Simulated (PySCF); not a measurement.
From one molecule to another.

First species: C2H10NPSi2.
Atom-mapped SMILES: `[SiH3:1][CH2:2]/[CH:3]=[N:4]/[SiH2:5][PH2:6]` (hydrogens: H7, H8, H9 on Si1; H10, H11 on C2; H12 on C3; H13, H14 on Si5; H15, H16 on P6)

Second species: CH8F3PSi3.
SMILES: `FC([SiH2]P([SiH3])[SiH3])(F)F`

Levels: CAM-B3LYP/def2-SVPD for dipole moment, HOMO energy, LUMO energy, HOMO–LUMO gap, static isotropic polarisability and electronic spatial extent ⟨r²⟩ about the centre of nuclear charge; TDDFT CAM-B3LYP/def2-SVPD for lowest singlet excitation; TDA CAM-B3LYP/def2-SVPD for lowest triplet excitation (Tamm–Dancoff); GFN2-xTB for rotational constant A and rotational constant C. Geometries: GFN2-xTB. Each species is one conformer at its optimised geometry, gas phase, non-relativistic unless stated; the electronic structure was computed with PySCF and density fitting.

The conformers computed, where there is a choice (atom-mapped SMILES and torsion angles):
- `[SiH3:1][CH2:2]/[CH:3]=[N:4]/[SiH2:5][PH2:6]`: Si1–C2–C3–N4 93°, C3–N4–Si5–P6 109°, H–P6–Si5–N4 -88°, H–P6–Si5–N4 179°
- `[F:1][C:2]([F:3])([F:4])[SiH2:5][P:6]([SiH3:7])[SiH3:8]`: F1–C2–Si5–P6 180°, C2–Si5–P6–Si7 -54°

Values for the first species:

```
Dipole moment                                                     : 2.31 D
HOMO energy                                                       : -8.36 eV
LUMO energy                                                       : 0.19 eV
HOMO–LUMO gap                                                     : 8.55 eV
Lowest singlet excitation                                         : 4.20 eV
Lowest triplet excitation (Tamm–Dancoff)                          : 3.68 eV
Static isotropic polarisability                                   : 115.7 au
Electronic spatial extent ⟨r²⟩ about the centre of nuclear charge : 1710 bohr²
Rotational constant A                                             : 2.987 GHz
Rotational constant C                                             : 0.657 GHz
```

Task: Estimate the same properties for the second species, and the change in each.

Result: 
```tsv
property	first	second	second less first
dipole moment	2.31 D	1.98 D	-0.33 D
HOMO energy	-8.36 eV	-8.57 eV	-0.21 eV
LUMO energy	0.19 eV	0.48 eV	+0.29 eV
HOMO–LUMO gap	8.55 eV	9.05 eV	+0.50 eV
lowest singlet excitation	4.20 eV	5.85 eV	+1.65 eV
lowest triplet excitation (Tamm–Dancoff)	3.68 eV	5.43 eV	+1.75 eV
static isotropic polarisability	115.7 au	123.6 au	+7.9 au
electronic spatial extent ⟨r²⟩ about the centre of nuclear charge	1710 bohr²	2046 bohr²	+336 bohr²
rotational constant A	2.987 GHz	1.287 GHz	-1.700 GHz
rotational constant C	0.657 GHz	0.596 GHz	-0.061 GHz
```

On the first: In wavenumbers S1 is 33800 cm⁻¹ (1 eV = 8065.54 cm⁻¹).

On the second: The vertical singlet–triplet gap S1 − T1 is 0.42 eV (TDDFT singlet less Tamm–Dancoff triplet; S1: HOMO→LUMO, weight 0.73; T1: HOMO→LUMO+1, weight 0.83). The polarisability is 18.31 Å³ as a volume (1 au = 0.148185 Å³), or 1.26 au for each of the 98 electrons.
